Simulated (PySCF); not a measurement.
How methods differ on the excitation energy of Hf

Hf [Xe] 4f14 5d2 6s2 (3F) → Hf [Xe] 4f14 5d4 (5D), as a difference of total energies. Calculation: PySCF 2.14, in def2-TZVPPD with the def2 core potential (60 electrons) (6s5p3d2f1g, 59 functions); scalar relativity through the core potential. Correlated levels: valence and next inner shell: nothing frozen outside the core potential. The calculations carry no spin-orbit coupling.

```csv
method,excitation energy (eV)
UHF,4.465
MP2 (valence and next inner shell),4.903
SCS-MP2 (valence and next inner shell),5.448
CCSD (valence and next inner shell),4.955
CCSD(T) (valence and next inner shell),5.008
```

Problem. How much does correlation contribute at CCSD(T) (valence and next inner shell)?

Solution. 5.008 − (4.465) = 0.543 eV, measured against UHF.
